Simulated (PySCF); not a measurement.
Species: C6H6ClN.
Z-matrix (Å and degrees, GFN2-xTB geometry), rows numbered from 1:
```
N 
C   1  1.3712
C   2  1.3968  1  121.33
C   3  1.3802  2  121.13  1   176.65
C   4  1.3848  3  120.50  2     0.09
C   5  1.3848  4  119.53  3     0.06
C   6  1.3803  5  119.77  4    -0.06
Cl  7  1.7410  2  118.98  1     3.71
H   1  1.0057  2  117.05  3    21.75
H   1  1.0076  2  116.17  3   164.87
H   3  1.0803  2  118.58  1    -3.26
H   4  1.0795  3  119.45  2   179.98
H   5  1.0784  4  120.56  3  -179.93
H   6  1.0790  5  120.63  4   179.81
```

Method: PBE0/pcSseg-1 in PySCF (dipole) on a GFN2-xTB geometry, gas phase.

Masses are those of the commonest isotopes; rigid-rotor values at the optimised geometry. 

Q: What are A, B and C (GHz)?

A: Ia = 169.53, Ib = 324.62, Ic = 493.87 u·Å²; 505379 MHz·u·Å²/I gives 2981, 1557 and 1023 MHz, that is A = 2.9810, B = 1.5568, C = 1.0233 GHz.

Q: Classify the top.

A: An asymmetric top; Ray's κ = -0.455.

Q: Is it planar, by Δ = Ic − Ia − Ib?

A: Not planar: Δ = Ic − Ia − Ib = -0.28 u·Å². For a rigid frame Δ = −2 Σ m c², so Σ m c² = 0.14 u·Å² lies off the ab plane: 0.09 from hydrogen and 0.05 from heavier atoms. The atom farthest from that plane is 0.24 Å away.

Q: Give the coordinates in the principal-axis frame, origin at the centre of mass.

A: The sense of each axis is arbitrary; atoms in the order of the calculation.
```
atom  mass (u)   a (Å)   b (Å)   c (Å)
  N1    14.003   0.581   2.076  -0.054
  C2    12.000  -0.214   0.961   0.007
  C3    12.000  -1.607   1.061   0.013
  C4    12.000  -2.404  -0.065   0.006
  C5    12.000  -1.835  -1.328  -0.006
  C6    12.000  -0.457  -1.456  -0.009
  C7    12.000   0.336  -0.326  -0.002
 Cl8    34.969   2.068  -0.503   0.006
  H9     1.008   0.172   2.947   0.239
 H10     1.008   1.552   1.943   0.181
 H11     1.008  -2.054   2.045   0.022
 H12     1.008  -3.478   0.044   0.011
 H13     1.008  -2.457  -2.209  -0.013
 H14     1.008   0.005  -2.431  -0.015
```

Q: List the rotational levels J(Ka,Kc) to J = 2 (MHz).

A: Above 0(0,0):
J = 1: 1(0,1) 2580, 1(1,1) 4004, 1(1,0) 4538
J = 2: 2(0,2) 7616, 2(1,2) 8631, 2(1,1) 10232, 2(2,1) 14504, 2(2,0) 14628
Those of J = 1 are B + C, A + C and A + B.

Q: Predict some low-J microwave lines.

A: The dipole components are |μa| = 0.80 D, |μb| = 1.56 D, |μc| = 0.78 D. Intensities carry the squares of the components, which stand as 0.27 : 1.00 : 0.25 (a : b : c). Some lines, for components of 0.1 D or more:

```tsv
type	branch	J(Ka,Kc)	MHz	lower level (cm⁻¹)
a	Q	1(1,0) ← 1(1,1)	534	0.134
b	Q	1(1,0) ← 1(0,1)	1958	0.086
b	Q	2(1,1) ← 2(0,2)	2615	0.254
a	Q	3(1,2) ← 3(1,3)	3183	0.517
c	Q	2(2,1) ← 2(1,1)	4273	0.341
b	Q	2(2,0) ← 2(1,1)	4397	0.341
c	R	1(1,0) ← 0(0,0)	4538	0.000
b	Q	2(2,1) ← 2(1,2)	5873	0.288
b	R	2(1,2) ← 1(0,1)	6051	0.086
a	R	3(1,3) ← 2(1,2)	6870	0.288
a	R	3(2,1) ← 2(2,0)	8198	0.488
b	Q	3(3,1) ← 3(2,2)	8525	0.742
c	R	2(2,0) ← 1(1,0)	10090	0.151
b	R	3(2,2) ← 2(1,1)	12013	0.341
c	R	3(2,1) ← 2(1,1)	12594	0.341
c	R	3(2,2) ← 2(1,2)	13614	0.288
b	R	3(2,1) ← 2(1,2)	14195	0.288
b	R	3(3,1) ← 2(2,0)	16141	0.488
b	R	3(3,0) ← 2(2,1)	16284	0.484
```

Stationary, but not proved a minimum. Constants of a rigid frame at the computed geometry: no zero-point averaging, no centrifugal distortion. A rigid rotor knows nothing of inversion at nitrogen, which can split or shift real lines. Quadrupole hyperfine structure (14N, 35Cl) is left out.
